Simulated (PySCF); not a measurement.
Structure with atom numbers: `[O:1]=[C:2]([OH:3])[C:4]#[C:5][C:6]([F:7])=[C:8]([F:9])[F:10]`; H(Xn) means a hydrogen on atom n.

Non-relativistic Hamiltonian, in vacuum, one conformer. GIAO PBE0/pcSseg-1 shieldings; structure optimised with GFN2-xTB; PySCF 2.14.0 with density-fitted response routines.

References, each an isolated molecule treated in the same way: 13C (σref 186.93) vs TMS.

Q: Do the 13C shifts follow the atomic charges (in e)? Tabulate both.

A: 
```json
{"atoms": "C8", "hybridisation": "sp2", "δ (ppm)": "176.7", "σ para (ppm)": "-241", "Hirshfeld": "+0.18", "IAO": "+0.56", "Mulliken": "+0.58", "ESP-fitted": "+0.33"}
{"atoms": "C2", "hybridisation": "sp2", "δ (ppm)": "156.7", "σ para (ppm)": "-221", "Hirshfeld": "+0.22", "IAO": "+0.53", "Mulliken": "+0.33", "ESP-fitted": "+0.75"}
{"atoms": "C6", "hybridisation": "sp2", "δ (ppm)": "123.8", "σ para (ppm)": "-186", "Hirshfeld": "+0.05", "IAO": "+0.18", "Mulliken": "+0.07", "ESP-fitted": "+0.12"}
{"atoms": "C4", "hybridisation": "sp", "δ (ppm)": "106.1", "σ para (ppm)": "-169", "Hirshfeld": "-0.03", "IAO": "-0.05", "Mulliken": "+0.02", "ESP-fitted": "-0.14"}
{"atoms": "C5", "hybridisation": "sp", "δ (ppm)": "79.4", "σ para (ppm)": "-152", "Hirshfeld": "-0.04", "IAO": "-0.02", "Mulliken": "+0.14", "ESP-fitted": "-0.07"}
```

Correlation coefficients of δ with charge over these carbons: Hirshfeld +0.93, IAO +0.95, Mulliken +0.83, ESP-fitted +0.77; with the paramagnetic shielding -1.00. With so few points, grouped by hybridisation, these coefficients are fragile. Charge is one influence among several: hybridisation and low-lying excitations act through the paramagnetic term.

Shifts are as computed. Against solution values, carbons near 30 ppm lie about +3 ppm off and those near 130 ppm about +5 ppm. Of 1211 compounds with measured shifts, 218 miss one by over three times the rms of a fit or turn the order of signals round; such compounds aren't used in these exercises. The C=O carbon of an acid or of an amide with N–H lies up to 10 ppm further downfield in solution, through hydrogen bonding that the calculation lacks.
